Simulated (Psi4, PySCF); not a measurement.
Intermolecular potential of C3H9Al ··· H4O4Si (SMILES [CH3][Al]([CH3])[CH3] and O[Si](O)(O)O), singlet. Monomers: optimised at B3LYP-D3(BJ) (def2-SVP and def2-TZVP), held rigid. Orientation: lowest of the rigid-body minima from ten starts at GFN2-xTB. Only R, the distance of the centres of mass, is varied, so the lowest point isn't the relaxed dimer.

Levels of theory: RKS-M06-2X/6-31G* = restricted M06-2X/6-31G*, spherical d, no counterpoise correction run with PySCF; SAPT0/jun-cc-pVDZ, frozen core (Psi4).

Interaction energies in kcal/mol:

| R / Å | RKS-M06-2X/6-31G* |
|---|---|
| 2.90 | 25.18 |
| 3.07 | -1.41 |
| 3.29 | -14.93 |
| 3.47 | -17.50 |
| 3.67 | -16.72 |
| 3.91 | -14.14 |
| 4.19 | -10.79 |
| 4.48 | -7.71 |
| 4.95 | -4.28 |
| 5.67 | -1.86 |
| 6.66 | -0.48 |
| 7.95 | -0.08 |

**Question.** Predict the corresponding SAPT0/jun-cc-pVDZ column.

**Answer.** 2.90: 32.28; 3.07: 6.02; 3.29: -7.86; 3.47: -11.13; 3.67: -11.21; 3.91: -9.59; 4.19: -7.35; 4.48: -5.38; 4.95: -3.16; 5.67: -1.42; 6.66: -0.53; 7.95: -0.18 (kcal/mol).
